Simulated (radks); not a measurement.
Task: The mean radii <r> (bohr) of the occupied orbitals of an atom or ion are listed with their occupations. All-electron calculation, scalar-relativistic Kohn-Sham, LDA (Slater exchange, Perdew-Wang correlation), spin-polarised, spherical densities, finite nucleus; Fermi nuclear charge, rms radius of each element as measured or else 0.836 A^(1/3) + 0.57 fm. Program: a radial shooting solver on a logarithmic mesh with Libxc functionals.

| orbital | occ. | <r> |
|---|---|---|
| 1s down | 1 | 0.07320 |
| 1s up | 1 | 0.07320 |
| 2s up | 1 | 0.3447 |
| 2s down | 1 | 0.3445 |
| 2p up | 3 | 0.3083 |
| 2p down | 3 | 0.3081 |
| 3s up | 1 | 1.077 |
| 3s down | 1 | 1.077 |
| 3p up | 3 | 1.171 |
| 3p down | 3 | 1.171 |
| 4s up | 1 | 3.649 |
| 4s down | 1 | 3.737 |
| 3d up | 1 | 1.829 |

Name the element and its charge. Open shells, if any, are filled with parallel spins first.

Result: Z = 21, scandium, charge 0: Sc in [Ar] 3d1 4s2. The 1s radius gives Z: for a bare nucleus <r> = (2 gamma + 1)/(2Z) with gamma = sqrt(1 - (Z/c)^2), 0.07087 bohr for Z = 21, and screening makes it slightly larger (0.07320 here). The occupations add up to 21, and the charge is Z minus that.
